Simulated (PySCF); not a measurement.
**Excitation energy of Sb⁺ by level of theory**

Sb⁺ [Kr] 4d10 5s2 5p2 (3P) → Sb⁺ [Kr] 4d10 5s1 5p2 5d1 (high-spin determinant), as a difference of total energies. Computed with PySCF 2.14 in dyall-av2z (22s16p12d, 130 functions), with no relativity, point nucleus. Correlated levels: valence: [Kr] 4d10 frozen; virtual orbitals above 40 to 60 times the deepest correlated orbital energy dropped. The calculations carry no spin-orbit coupling.

```json
{"method": "UHF", "excitation energy (cm⁻¹)": "107960"}
{"method": "MP2 (valence)", "excitation energy (cm⁻¹)": "114310"}
{"method": "SCS-MP2 (valence)", "excitation energy (cm⁻¹)": "116450"}
{"method": "CCSD (valence)", "excitation energy (cm⁻¹)": "113510"}
{"method": "CCSD(T) (valence)", "excitation energy (cm⁻¹)": "113110"}
```

The promoted electron is Rydberg-like, and one or two diffuse shells describe it only roughly, which tends to raise the upper state.

The coupled-cluster amplitudes are large for the upper state (T1 above 0.03 or a double amplitude above 0.15), so a single reference is strained.

The determinant of the upper state mixes LS terms, which raises its energy above the lowest term, most at the Hartree-Fock and MP2 levels.
